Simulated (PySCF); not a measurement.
**What settings do to a single point of [Dy(NH2)4]−**

The sound run of [Dy(NH2)4]− (singlet in the valence; each metal's 4f electrons, 9 of them, lie in its core potential, out of spins and levels) uses PySCF 2.14.0, RKS r2SCAN, Dy lcecp-1-SVP with ECP55, N def2-SVP, H def2-SVP; non-relativistic Hamiltonian with scalar-relativistic core potentials where named; density fitting; no spin-orbit coupling, grid (50, 194), threshold 1e-8 Eh and 55 cycles, at the relaxed geometry:

```xyz
13

Dy    0.0000    0.0000    0.0000
N     1.3754    1.3371    1.1926
H     2.2444    1.0013    1.6176
H     1.3415    2.3344    1.4116
N    -1.3755   -1.1926    1.3371
H    -1.3412   -1.4117    2.3345
H    -2.2446   -1.6175    1.0015
N     1.3754   -1.3371   -1.1926
H     1.3415   -2.3344   -1.4116
H     2.2444   -1.0013   -1.6176
N    -1.3755    1.1926   -1.3371
H    -2.2446    1.6175   -1.0015
H    -1.3412    1.4117   -2.3345
```

There Dy1 has a Mulliken charge of 0.58 e and the dipole about the centre of mass is 0.00 D. Each run below changes one thing and starts from free metal ions and neutral atoms unless it says otherwise; with 55 cycles, smearing, a level shift and second-order steps follow where DIIS fails, and their cycles count. Energy shifts count from the sound run. On f atoms grids over 110 angular points are at least (60, 302).

```csv
change,outcome,cycles,energy shift (eV),largest force component (eV/Å),charge on Dy1 (e),dipole about the centre of mass (D)
"start from the bare core Hamiltonian, limit 78 cycles",converged,12,0.0000,0.01,0.58,0.00
all coordinates × 1.12,converged,9,3.51,3.55,0.75,0.00
```

Problem. How does the run with this change end: grid (10, 14)?

Solution. outcome converged, cycles 11, energy shift (eV) -19.15, largest force component (eV/Å) 15.59, charge on Dy1 (e) 0.02, dipole about the centre of mass (D) 0.00.

Unsound on purpose, so not properties of the compound: grid (10, 14).

Forces carry noise of the integration grid, about 0.01 to 0.03 eV/Å.

No frequency check is given that shows the relaxed geometry to be a minimum. An lcecp potential fixes the number of 4f electrons, so in runs with it no electron can move into or out of that shell.
